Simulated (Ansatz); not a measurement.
Steps of a relaxation of C4H10F3GeN, SMILES `CC[N](CC)[Ge]([F])([F])[F]` with RKS PBE-D4/def2-SVP.

```sh
$ ansatz run in.yaml --threads 4 --pin off --events-out ev --progress --plain --max-ram 46080MiB --backend cuda --devices 0, --max-vram 37GiB
```

```yaml
crystal:
  periodic: [false, false, false]
  atoms:
    - {symbol: C, position_ang: [-0.893900, -2.112100, -0.755100]}
    - {symbol: C, position_ang: [-0.359800, -1.356500, 0.448900]}
    - {symbol: N, position_ang: [0.309300, -0.118500, 0.026200]}
    - {symbol: C, position_ang: [-0.521000, 1.025200, -0.105000]}
    - {symbol: C, position_ang: [-0.106400, 1.961200, -1.204600]}
    - {symbol: Ge, position_ang: [1.660500, 0.310000, 1.323400]}
    - {symbol: F, position_ang: [0.928900, 0.538600, 2.894200]}
    - {symbol: F, position_ang: [2.843000, -1.016700, 1.431200]}
    - {symbol: F, position_ang: [2.534100, 1.767200, 0.911600]}
    - {symbol: H, position_ang: [-0.138600, -2.274300, -1.483600]}
    - {symbol: H, position_ang: [-1.404300, -3.030600, -0.429400]}
    - {symbol: H, position_ang: [-1.711700, -1.446700, -1.233000]}
    - {symbol: H, position_ang: [-1.206400, -1.112500, 1.177200]}
    - {symbol: H, position_ang: [0.327100, -2.057800, 0.939500]}
    - {symbol: H, position_ang: [-0.727800, 1.550500, 0.860400]}
    - {symbol: H, position_ang: [-1.600900, 0.704400, -0.387500]}
    - {symbol: H, position_ang: [0.875400, 2.449200, -0.907600]}
    - {symbol: H, position_ang: [-0.003900, 1.440600, -2.132400]}
    - {symbol: H, position_ang: [-0.845500, 2.774700, -1.318100]}
basis:
  gaussian: {orbitals: def2-SVP}
hamiltonian: {xc: pbe, dispersion: d4}
relax: {f_tol: 0.03, max_steps: 200}
```

Positions (Å) and forces (eV/Å) along the path, 8 of 26 steps:

```xyz
19
step=1 energy=-70431.4910 eV
C    -0.894   -2.112   -0.755   -2.656    1.731    0.434
C    -0.360   -1.357    0.449   -0.919   -0.020    0.185
N     0.309   -0.118    0.026    2.393   -0.686    1.586
C    -0.521    1.025   -0.105   -3.285    0.531   -0.512
C    -0.106    1.961   -1.205    1.040    1.565    1.454
Ge    1.661    0.310    1.323   -0.020   -1.132   -1.175
F     0.929    0.539    2.894    0.235    0.047   -0.057
F     2.843   -1.017    1.431   -0.753    0.892    0.066
F     2.534    1.767    0.912   -0.175   -0.268    0.187
H    -0.139   -2.274   -1.484    1.169   -0.454   -1.036
H    -1.404   -3.031   -0.429    0.040   -0.335   -0.078
H    -1.712   -1.447   -1.233    0.871   -0.875    0.257
H    -1.206   -1.113    1.177    0.588   -0.371   -0.367
H     0.327   -2.058    0.940    0.508    0.121    0.456
H    -0.728    1.550    0.860    0.188    0.211    0.006
H    -1.601    0.704   -0.388    1.141   -0.100    0.316
H     0.875    2.449   -0.908   -0.539   -0.302   -0.514
H    -0.004    1.441   -2.132    0.244   -0.639   -1.168
H    -0.846    2.775   -1.318   -0.069    0.085   -0.038
19
step=9 energy=-70432.0915 eV
C    -0.802   -2.142   -0.770    0.016    0.024   -0.023
C    -0.499   -1.389    0.527    0.023   -0.027    0.031
N     0.118   -0.075    0.281   -0.016   -0.021    0.002
C    -0.782    1.021   -0.094   -0.009    0.093   -0.063
C    -0.089    2.111   -0.915    0.034   -0.087    0.009
Ge    1.678    0.291    1.108    0.228    0.145    0.120
F     1.561    1.238    2.580    0.039   -0.154   -0.266
F     2.446   -1.214    1.538   -0.066    0.170   -0.039
F     2.809    1.194    0.126   -0.191   -0.165    0.180
H     0.134   -2.334   -1.336   -0.053    0.011    0.032
H    -1.286   -3.116   -0.550    0.005    0.014   -0.008
H    -1.487   -1.568   -1.429    0.028   -0.035    0.029
H    -1.429   -1.261    1.131    0.017   -0.009   -0.020
H     0.193   -1.994    1.149   -0.025    0.029   -0.033
H    -1.278    1.470    0.804    0.027   -0.034   -0.064
H    -1.597    0.573   -0.705    0.050    0.038    0.029
H     0.738    2.600   -0.354   -0.066   -0.034   -0.016
H     0.348    1.688   -1.845   -0.046    0.037    0.097
H    -0.814    2.902   -1.190    0.007    0.006    0.002
19
step=13 energy=-70432.1331 eV
C    -0.837   -2.211   -0.733   -0.005   -0.001    0.011
C    -0.511   -1.412    0.530   -0.005    0.014   -0.025
N     0.094   -0.107    0.236    0.093    0.066    0.023
C    -0.801    0.965   -0.197   -0.093    0.069   -0.031
C    -0.049    2.198   -0.702    0.111   -0.110    0.000
Ge    1.687    0.322    0.961    0.112    0.002    0.027
F     1.654    1.585    2.172    0.021   -0.111   -0.097
F     2.359   -1.104    1.701   -0.025    0.091   -0.024
F     2.877    0.888   -0.179   -0.087   -0.057    0.083
H     0.084   -2.408   -1.317   -0.001   -0.008   -0.006
H    -1.299   -3.183   -0.468    0.004   -0.003    0.000
H    -1.550   -1.675   -1.393    0.006   -0.002    0.010
H    -1.431   -1.261    1.143   -0.027   -0.016    0.006
H     0.191   -1.991    1.161    0.012    0.011    0.005
H    -1.495    1.256    0.635    0.042   -0.016   -0.090
H    -1.444    0.563   -1.015    0.045    0.067    0.057
H     0.600    2.631    0.096   -0.127   -0.041   -0.090
H     0.595    1.948   -1.575   -0.103    0.058    0.145
H    -0.764    2.990   -0.999    0.028   -0.015   -0.005
19
step=21 energy=-70432.1592 eV
C    -0.761   -2.239   -0.632    0.016    0.023   -0.014
C    -0.600   -1.358    0.611   -0.018   -0.034   -0.010
N    -0.001   -0.049    0.348    0.042    0.076    0.023
C    -0.823    0.961   -0.318   -0.013    0.027   -0.011
C    -0.098    2.295   -0.491    0.000   -0.050    0.008
Ge    1.723    0.251    0.767   -0.036    0.016   -0.007
F     2.011    1.533    1.913   -0.018   -0.050   -0.045
F     2.360   -1.199    1.482    0.000    0.010   -0.005
F     2.770    0.665   -0.564   -0.014   -0.009    0.025
H     0.227   -2.464   -1.086   -0.043    0.011    0.023
H    -1.245   -3.201   -0.365    0.005    0.006   -0.009
H    -1.391   -1.753   -1.407    0.027   -0.024    0.037
H    -1.593   -1.194    1.094    0.031   -0.004   -0.014
H     0.027   -1.886    1.359   -0.020    0.010   -0.018
H    -1.755    1.114    0.283    0.067   -0.011   -0.040
H    -1.155    0.590   -1.318    0.027    0.023    0.063
H     0.217    2.713    0.489   -0.016   -0.018   -0.042
H     0.806    2.182   -1.129   -0.050    0.004    0.033
H    -0.761    3.035   -0.979    0.013   -0.005    0.005
19
step=22 energy=-70432.1609 eV
C    -0.735   -2.236   -0.617    0.015    0.043   -0.001
C    -0.622   -1.347    0.627   -0.003   -0.050   -0.001
N    -0.024   -0.032    0.387    0.052    0.075    0.004
C    -0.825    0.965   -0.324   -0.019    0.015   -0.024
C    -0.110    2.308   -0.464    0.012   -0.033    0.044
Ge    1.725    0.230    0.734   -0.045    0.049   -0.016
F     2.068    1.511    1.864   -0.020   -0.064   -0.063
F     2.356   -1.228    1.438    0.002    0.000   -0.001
F     2.739    0.619   -0.633   -0.038   -0.014    0.051
H     0.270   -2.456   -1.036   -0.042    0.009    0.021
H    -1.220   -3.200   -0.362    0.005    0.003   -0.001
H    -1.342   -1.758   -1.414    0.025   -0.018    0.027
H    -1.631   -1.185    1.076    0.041   -0.003   -0.023
H    -0.018   -1.867    1.399   -0.026    0.010   -0.022
H    -1.785    1.104    0.234    0.081   -0.012   -0.041
H    -1.107    0.591   -1.340    0.022    0.024    0.075
H     0.160    2.727    0.530   -0.018   -0.027   -0.072
H     0.820    2.209   -1.066   -0.060    0.000    0.036
H    -0.762    3.041   -0.978    0.017   -0.008    0.007
19
step=23 energy=-70432.1622 eV
C    -0.721   -2.230   -0.611    0.016    0.020    0.018
C    -0.630   -1.343    0.636   -0.025   -0.027   -0.035
N    -0.036   -0.024    0.408    0.075    0.061    0.014
C    -0.827    0.966   -0.324    0.005    0.007    0.006
C    -0.116    2.311   -0.450   -0.011   -0.032    0.002
Ge    1.722    0.221    0.719   -0.062    0.025   -0.012
F     2.094    1.507    1.833   -0.015   -0.045   -0.040
F     2.353   -1.237    1.424   -0.004    0.003   -0.002
F     2.718    0.591   -0.666   -0.019   -0.009    0.028
H     0.291   -2.449   -1.011   -0.028    0.004    0.011
H    -1.209   -3.195   -0.366    0.005   -0.001   -0.008
H    -1.313   -1.753   -1.420    0.019   -0.011    0.029
H    -1.647   -1.185    1.067    0.025   -0.001   -0.009
H    -0.039   -1.862    1.418   -0.013    0.010   -0.018
H    -1.797    1.101    0.215    0.045   -0.011   -0.020
H    -1.087    0.590   -1.344    0.012    0.019    0.041
H     0.137    2.731    0.546   -0.011   -0.012   -0.023
H     0.824    2.214   -1.036   -0.029    0.005    0.012
H    -0.759    3.042   -0.978    0.013   -0.007    0.004
19
step=24 energy=-70432.1634 eV
C    -0.694   -2.228   -0.601    0.002    0.036    0.000
C    -0.646   -1.334    0.643    0.002   -0.042    0.002
N    -0.051   -0.011    0.433    0.049    0.036   -0.011
C    -0.830    0.973   -0.320    0.002   -0.013    0.002
C    -0.126    2.321   -0.432   -0.006   -0.011   -0.004
Ge    1.720    0.204    0.695   -0.047    0.002   -0.006
F     2.134    1.492    1.789   -0.007   -0.017   -0.017
F     2.341   -1.259    1.400   -0.004    0.003   -0.003
F     2.691    0.544   -0.714   -0.014   -0.002    0.015
H     0.330   -2.444   -0.970   -0.021    0.003    0.014
H    -1.184   -3.195   -0.368    0.005    0.005    0.002
H    -1.265   -1.757   -1.429    0.014   -0.009    0.012
H    -1.675   -1.177    1.043    0.021    0.002   -0.013
H    -0.077   -1.847    1.444   -0.012    0.006   -0.007
H    -1.810    1.100    0.198    0.011    0.000   -0.007
H    -1.065    0.596   -1.345    0.000    0.002    0.012
H     0.102    2.743    0.567    0.003    0.003    0.000
H     0.825    2.229   -0.999   -0.003    0.003    0.004
H    -0.761    3.047   -0.977    0.004   -0.006    0.006
19
step=26 energy=-70432.1641 eV
C    -0.662   -2.228   -0.588    0.006    0.005    0.003
C    -0.663   -1.325    0.649   -0.008   -0.005   -0.007
N    -0.066   -0.001    0.452    0.017    0.001   -0.005
C    -0.836    0.980   -0.315   -0.007   -0.006    0.004
C    -0.133    2.329   -0.418    0.005    0.004   -0.002
Ge    1.713    0.187    0.670   -0.011    0.004   -0.001
F     2.168    1.467    1.756    0.000   -0.006   -0.004
F     2.330   -1.286    1.355   -0.002    0.001    0.000
F     2.655    0.520   -0.761   -0.002    0.000    0.004
H     0.377   -2.458   -0.903   -0.006    0.000    0.002
H    -1.171   -3.189   -0.371    0.002    0.002   -0.001
H    -1.185   -1.758   -1.445    0.002   -0.001    0.004
H    -1.706   -1.165    1.007    0.005    0.001   -0.001
H    -0.126   -1.831    1.477   -0.001    0.002    0.001
H    -1.821    1.106    0.192   -0.002   -0.001    0.003
H    -1.059    0.602   -1.341    0.000   -0.001   -0.002
H     0.087    2.749    0.584    0.000    0.002    0.005
H     0.822    2.241   -0.978    0.002    0.001   -0.004
H    -0.765    3.055   -0.965    0.000   -0.002    0.001
```

Run time 35 s (4 threads of an AMD EPYC 7R13 on a shared host and a share of an NVIDIA H100 80 GB); peak host memory 0.89 GiB.
